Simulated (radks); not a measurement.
Zn+, 29 electrons, occupied as [Ar] 3d10 4s1. All-electron calculation, Dirac Kohn-Sham, PBEsol, spin-unpolarised, spherical densities, point nucleus; speed of light set to 1370.36 atomic units (10 times the physical value, a model run). Program: a radial shooting solver on a logarithmic mesh with Libxc functionals. Some entries of the table are withheld. Estimate them.

| orbital | occ. | eigenvalue (hartree) | <1/r> (bohr^-1) |
|---|---|---|---|
| 1s1/2 | 2 | -345.7236 | (1) |
| 2s1/2 | 2 | -41.92454 | 6.432 |
| 2p1/2 | 2 | (2) | 6.400 |
| 2p3/2 | 4 | (3) | 6.398 |
| 3s1/2 | 2 | -4.93681 | 2.046 |
| 3p1/2 | 2 | (4) | 1.917 |
| 3p3/2 | 4 | (5) | 1.916 |
| 3d3/2 | 4 | -0.73917 | 1.525 |
| 3d5/2 | 6 | -0.73904 | 1.525 |
| 4s1/2 | 1 | -0.50321 | (6) |

Answer. 
(1) 1s1/2 <1/r> (bohr^-1): 29.50
(2) 2p1/2 eigenvalue (hartree): -37.00345
(3) 2p3/2 eigenvalue (hartree): -36.99492
(4) 3p1/2 eigenvalue (hartree): -3.37510
(5) 3p3/2 eigenvalue (hartree): -3.37401
(6) 4s1/2 <1/r> (bohr^-1): 0.5330
